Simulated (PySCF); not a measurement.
A GIAO shielding run with PySCF (density fitting, non-relativistic, gas phase) on SMILES [Si]([SiH3])([SiH3])([SiH3])[SiH3], H12Si5:

```
{"job": {"kind": "nmr", "xc": "PBE0", "basis": "pcSseg-1"}, "charge": 0, "multiplicity": 1}
Si    -0.406732    -0.873603    -2.139423
Si    -0.001753    -0.000696    -0.002283
Si    -0.011911     2.341106    -0.099278
Si    -1.671421    -0.727487     1.472719
Si     2.087617    -0.738454     0.762290
H     -1.700578    -0.451170    -2.680257
H     -0.411937    -2.338208    -2.155140
H      0.602909    -0.455279    -3.114556
H      0.242922     2.955580     1.205607
H     -1.293368     2.876880    -0.563724
H      1.008276     2.868431    -1.008328
H     -3.009844    -0.299960     1.059604
H     -1.723235    -2.186638     1.586589
H     -1.477172    -0.214704     2.830736
H      2.168074    -2.198390     0.849793
H      3.184687    -0.317186    -0.112011
H      2.406470    -0.228192     2.097753
```

Hardware: 1 thread of an Arm Neoverse V2, shared host. The job also computes population analyses, field gradients.

Problem. How large is the calculation?

Solution. 82 electrons, 180 basis functions and 1057 auxiliary functions.

Problem. How long does it take?

Solution. 24 s of wall time, with 10 SCF cycles and 4 response iterations. Times on a shared host scatter by some tens of per cent.
